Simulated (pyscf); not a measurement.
`[GeH4]` + `[GeH2]` [singlet] → `[GeH3][GeH3]`, an insertion (singlet surface; Ge–H broken, Ge–Ge, Ge–H formed). Single points on ωB97X-D3(BJ)/def2-SVP structures (PySCF, gas phase). MP2 and CC: frozen core, UHF for open shells. ΔMP2 is the change of the MP2 total energy from the triple- to the quadruple-zeta basis. Energies in kcal/mol from the separated reactants.

AM1 to PM7: differences of heats of formation from MOPAC. 

### Question
Quick PM3 single points give ΔE‡ = -24.0 kcal/mol and ΔE = -63.2 kcal/mol. What does CCSD(T)/def2-TZVPP + ΔMP2(QZVPP) give, and how far is the quick result from it?

### Answer
CCSD(T)/def2-TZVPP + ΔMP2(QZVPP) gives ΔE‡ = -4.5 kcal/mol and ΔE = -48.4 kcal/mol. PM3 lies 19.5 kcal/mol under it in the barrier and 14.8 kcal/mol under it in the reaction energy, so on this step it does not hold to within 3.0 kcal/mol. CCSD(T)/def2-TZVPP + ΔMP2(QZVPP) has limits of its own. On the reactant side the descent ends in an adduct with a Ge–Ge contact, 10.9 kcal/mol under the separated species and 4.3 kcal/mol under the saddle at ωB97X-D3(BJ)/def2-TZVP. At CCSD(T) the saddle lies under the separated reactants, which points to a path from their complex (located at ωB97X-D3(BJ) alone). What is counted as formed (Ge–Ge) is already present as a longer contact in the reactant adduct; forming that adduct is a step of its own. At ωB97X-D3(BJ) the barrier from the zero used here is -6.6 kcal/mol. This is the saddle that the search found; another between the same sides may lie lower. The CCSD(T) − MP2 part came from Ansatz, without density fitting, on the same reference. The frozen core leaves the outer d or s,p core shells of the metals and heavy elements correlated in the MP2 and CC values, and def2-TZVPP describes them poorly, which can shift differences by a few kcal/mol. In the def2 sets elements up to Kr have no core potential.
